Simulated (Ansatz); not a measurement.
Several settings on one geometry of the cluster Ti₃H₂ (the lowest singlet isomer of a short search) (that of the charge 0 singlet, PBE0-D4/def2-TZVP). Ansatz on 4 threads of Arm Neoverse V1 on a shared host; times are rough.

```xyz
5

Ti    1.4606    0.3595    0.5688
Ti   -0.7211    1.4106   -0.2673
Ti   -0.3338   -0.8020   -0.1341
H     1.5128   -1.1188   -0.5533
H    -1.9185    0.1507    0.3858
```

Totals from different functionals, basis sets or treatments of relativity can't be compared as stabilities.

HSE06 is defined as in plane-wave codes, on full-range PBE exchange.

At PBE0-D4/def2-TZVP a triplet lies 1.25 eV below the restricted singlet of charge 0, at its own geometry.

(1) Give the basis size and estimate the energy, ⟨S²⟩ and time of these runs.

```tsv
run	method	charge	state	further keys
1	RHF/cc-pVDZ	0	singlet	fitting: {mean_field: def2-universal-jkfit}; final_grid: {core_spheres: 5, valence_spheres: 4, degree: 11}; nuclear_model: gaussian; scf: {omitted_lower_state_checks: [starts]}
2	RKS RPBE/def2-TZVPD	0	singlet	scf: {omitted_lower_state_checks: [starts]}; forces asked
3	RKS HSE06-D4/def2-SVPD	0	singlet	scf: {omitted_lower_state_checks: [starts]}
```

Results:

(1) 
| run | functions | energy (Eh) | ⟨S²⟩ | wall time |
| --- | --- | --- | --- | --- |
| 1 | 139 | -2546.0796 | – | 4.5 s |
| 2 | 162 | -2549.2718 | – | 4.7 s |
| 3 | 118 | -2548.3864 | – | 4.3 s |

The restricted singlet is unstable towards broken spin symmetry at other levels; at RHF/cc-pVDZ, RKS RPBE/def2-TZVPD, RKS HSE06-D4/def2-SVPD this wasn't settled.
